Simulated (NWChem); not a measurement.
Two isomers of C₅H₈, each optimised at PBE0/def2-SVP with NWChem. Flexible species stand in one conformer each, which need not be the lowest. For one or both, no frequency run checked for a minimum.

A: C=CCC=C
B: CC=C=CC

Question: Which is lower in energy, by how much, and how do their other properties compare?

Answer: A is lower by 2.8 kcal/mol in electronic energy.
```csv
,A,B
highest occupied level (eV),-7.38,-7.02
orbital gap (eV),7.57,7.79
dipole (D),0.29,0.22
```
